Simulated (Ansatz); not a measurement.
# Redistribution: C4H9Br + CHI3 → C4H9I + CHBrI2

Species: C4H9Br (2-bromo-2-methylpropane) `CC(C)(C)Br`, singlet; CHI3 (iodoform) `IC(I)I`, singlet; C4H9I `CC(C)(C)I`, singlet; CHBrI2 (bromodiiodomethane) `BrC(I)I`, singlet. The partners trade Br for I; both sit on C, so the bond types are kept.

Shapes, held fixed at every level: PBE0-D4/def2-TZVP. Programs: Ansatz 0.2.0. The zero-point and thermal change to 298 K, harmonic and unscaled (PBE0-D4/def2-TZVP), is 0.0 kJ/mol.

```json
{"level": "HF/def2-SVP", "kind": "Hartree–Fock", "ΔH(298 K) (kJ/mol)": "+10.1", "less CCSD(T)/def2-TZVPP": "+3.0"}
{"level": "PBE-D4/def2-TZVPP", "kind": "GGA", "ΔH(298 K) (kJ/mol)": "+5.7", "less CCSD(T)/def2-TZVPP": "-1.4"}
{"level": "B3LYP-D4/def2-TZVPP", "kind": "global hybrid", "ΔH(298 K) (kJ/mol)": "+7.2", "less CCSD(T)/def2-TZVPP": "+0.1"}
{"level": "r2SCAN0-D4/def2-TZVPP", "kind": "global hybrid", "ΔH(298 K) (kJ/mol)": "+7.5", "less CCSD(T)/def2-TZVPP": "+0.4"}
{"level": "wB97M-V/def2-TZVPP", "kind": "range-separated hybrid", "ΔH(298 K) (kJ/mol)": "+8.5", "less CCSD(T)/def2-TZVPP": "+1.4"}
{"level": "MP2/def2-TZVPP", "kind": "perturbation theory", "ΔH(298 K) (kJ/mol)": "+7.4", "less CCSD(T)/def2-TZVPP": "+0.3"}
{"level": "CCSD/def2-SVP", "kind": "coupled cluster or CI", "ΔH(298 K) (kJ/mol)": "+6.7", "less CCSD(T)/def2-TZVPP": "-0.4"}
{"level": "CCSD(T)/def2-TZVPP", "kind": "coupled cluster or CI", "ΔH(298 K) (kJ/mol)": "+7.1", "less CCSD(T)/def2-TZVPP": "0.0"}
```

The highest level, CCSD(T)/def2-TZVPP, gives ΔH(298 K) = +7.1 kJ/mol; the levels span +5.7 to +10.1. The column of differences is taken from that level and isn't an error. No measured value is set beside it here. For atoms past krypton def2 sets carry core potentials with scalar relativity. Relativity is left out for Br unless named. Correlated rows may include outer-core shells of Br, I, which these sets cover unevenly.
